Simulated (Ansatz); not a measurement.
Geometry optimisation, RKS PBE0-D4/6-31G* (Ansatz 0.2.0).

input.yaml

```yaml
crystal:
  periodic: [false, false, false]
  atoms:
    - { symbol: O, position_ang: [1.8235, -0.7435, -0.7189] }
    - { symbol: Si, position_ang: [0.4015, -0.8905, 0.1929] }
    - { symbol: F, position_ang: [0.8914, -0.9863, 1.696] }
    - { symbol: Si, position_ang: [-1.0478, 0.8501, -0.0491] }
    - { symbol: Cl, position_ang: [-1.8329, 0.9805, -1.9803] }
    - { symbol: Cl, position_ang: [-0.2743, 2.6835, 0.3385] }
    - { symbol: H, position_ang: [2.6035, -0.484, -0.2218] }
    - { symbol: H, position_ang: [-0.1777, -2.1714, -0.1689] }
    - { symbol: H, position_ang: [-2.2987, 0.7152, 0.8947] }
basis:
  gaussian: { orbitals: "6-31G*" }
hamiltonian:
  xc: pbe0
  dispersion: d4
relax:
  f_tol: 0.015
  max_steps: 40
```

Command:

```bash
$ ansatz run input.yaml --threads 2 --pin off --max-ram 3072MiB --backend cpu --events-out ev --progress --plain --runs-dir out
```

Q: Where does it end, and by what steps?

A: The forces met the threshold. After 16 steps the energy has fallen by 0.348 eV; H7 moved furthest, 0.82 Å.

```json
{"step": "0", "energy less start (eV)": "0.0000", "largest force component (eV/Å)": "2.323", "accepted": "yes"}
{"step": "1", "energy less start (eV)": "-0.1962", "largest force component (eV/Å)": "0.880", "accepted": "yes"}
{"step": "2", "energy less start (eV)": "-0.2537", "largest force component (eV/Å)": "0.393", "accepted": "yes"}
{"step": "3", "energy less start (eV)": "-0.2722", "largest force component (eV/Å)": "0.239", "accepted": "yes"}
{"step": "4", "energy less start (eV)": "-0.3050", "largest force component (eV/Å)": "0.119", "accepted": "yes"}
{"step": "5", "energy less start (eV)": "-0.3263", "largest force component (eV/Å)": "0.069", "accepted": "yes"}
{"step": "6", "energy less start (eV)": "-0.3345", "largest force component (eV/Å)": "0.064", "accepted": "yes"}
{"step": "7", "energy less start (eV)": "-0.3152", "largest force component (eV/Å)": "1.397", "accepted": "no"}
{"step": "8", "energy less start (eV)": "-0.3395", "largest force component (eV/Å)": "0.070", "accepted": "yes"}
{"step": "9", "energy less start (eV)": "-0.3414", "largest force component (eV/Å)": "0.147", "accepted": "yes"}
{"step": "10", "energy less start (eV)": "-0.3443", "largest force component (eV/Å)": "0.168", "accepted": "yes"}
{"step": "11", "energy less start (eV)": "-0.3456", "largest force component (eV/Å)": "0.131", "accepted": "yes"}
{"step": "12", "energy less start (eV)": "-0.3465", "largest force component (eV/Å)": "0.106", "accepted": "yes"}
{"step": "13", "energy less start (eV)": "-0.3475", "largest force component (eV/Å)": "0.038", "accepted": "yes"}
{"step": "14", "energy less start (eV)": "-0.3477", "largest force component (eV/Å)": "0.021", "accepted": "yes"}
{"step": "15", "energy less start (eV)": "-0.3478", "largest force component (eV/Å)": "0.017", "accepted": "yes"}
{"step": "16", "energy less start (eV)": "-0.3478", "largest force component (eV/Å)": "0.013", "accepted": "yes"}
```

```xyz
9
Properties=species:S:1:pos:R:3
O 1.847 -0.672 -0.478
Si 0.410 -1.033 0.229
F 0.553 -1.258 1.818
Si -1.026 0.799 -0.030
Cl -1.890 0.746 -1.902
Cl 0.188 2.474 0.116
H 2.197 0.217 -0.338
H -0.070 -2.289 -0.387
H -2.121 0.971 0.955
```

The run took 73 s on 2 threads of Arm Neoverse V1, on a shared host, peak memory 0.28 GiB.
